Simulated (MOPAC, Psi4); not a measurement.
Two rigid molecules brought together: Cl2 ··· H6Si2 (SMILES ClCl and [SiH3][SiH3]), singlet. Monomers: optimised at B3LYP-D3(BJ) (def2-TZVP), held rigid. Orientation: lowest of the rigid-body minima from ten starts at GFN2-xTB. The monomers approach along the line of their centres of mass (distance R); nothing else relaxes.

Methods: B3LYP-D3(BJ)/def2-TZVP, counterpoise-corrected (Psi4); PM3, restricted, heats of formation (MOPAC); SAPT0/jun-cc-pVDZ, frozen core (Psi4).

Interaction energies in kJ/mol:

```csv
R / Å,B3LYP-D3(BJ)/def2-TZVP,PM3
4.76,54.34,-2.85
4.98,21.60,-12.14
5.16,7.87,-9.41
5.35,0.47,-5.17
5.53,-2.73,-2.18
5.77,-4.01,-0.06
6.05,-3.68,0.68
6.37,-2.69,0.64
6.82,-1.54,0.35
7.55,-0.66,0.12
8.58,-0.27,0.05
9.84,-0.10,0.03
```

Estimate the SAPT0/jun-cc-pVDZ values at these points.

4.76: 79.09; 4.98: 39.01; 5.16: 20.92; 5.35: 10.12; 5.53: 4.54; 5.77: 0.93; 6.05: -0.58; 6.37: -0.92; 6.82: -0.75; 7.55: -0.40; 8.58: -0.17; 9.84: -0.07 (kJ/mol).
